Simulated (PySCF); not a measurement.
A structure optimised at B3LYP-D3(BJ)/def2-TZVP, used in a PySCF frequency run:

```
B
N 1 1.3876
H 2 1.0069 1 123.31
H 2 1.0069 3 113.37 1 180.00
H 1 1.1928 2 119.04 3 0.00
H 1 1.1928 5 121.93 2 180.00
```
Charge 0, spin multiplicity 1.

Q: Write its SMILES, formula and point group.

A: BN, BH4N, C2v

Q: What are its rotational constants (standard atomic weights)?

A: 139.61, 27.795, 23.180 GHz
